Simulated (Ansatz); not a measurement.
Reaction (ligand exchange at the Si–S bond): `CS[Si]O` + HBr → `O[Si]Br` + CH₃SH

Gas-phase electronic energies from Ansatz, PBE0-D4/def2-TZVP geometries. CCSD(T)/CBS adds triple-zeta CCSD(T) − MP2 to the extrapolated MP2 energy (def2 sets, frozen cores). This one scheme is used for every species. Functionals use def2-TZVPP. B3LYP here is the variant with VWN-RPA as its local correlation; programs differ in this. For Br outer-core shells are correlated without core-valence functions, which leaves a few kJ/mol of doubt a bond. Scalar relativity is left out up to krypton. One conformer a species, not always the lowest.

```csv
level,ΔE (kJ/mol),difference from CCSD(T)/CBS
PBE-D4,-32.8,4.0
B3LYP-D4,-38.8,-2.0
ωB97X-V,-39.3,-2.5
ωB97M-V,-41.5,-4.7
B2PLYP,-40.4,-3.6
MP2/def2-TZVPP,-35.2,1.6
CCSD/def2-TZVPP,-39.0,-2.2
HF/def2-QZVPP,-52.4,-15.6
MP2/def2-QZVPP,-35.8,1.0
MP2/CBS(def2),-36.4,0.4
CCSD(T)/CBS,-36.8,0
```

Largest T1 diagnostic among the species: 0.014.

In def2-TZVPP, CCSD(T) changes the Hartree–Fock value by +17.1 kJ/mol (the triples alone add +3.4 kJ/mol) and MP2 by +17.5 kJ/mol. The D4 term adds +4.6 kJ/mol with B3LYP and +2.6 kJ/mol with PBE0; it sums over pairs of atoms, weighted by their polarisabilities, and B3LYP, whose exchange is more repulsive, gets the larger term.
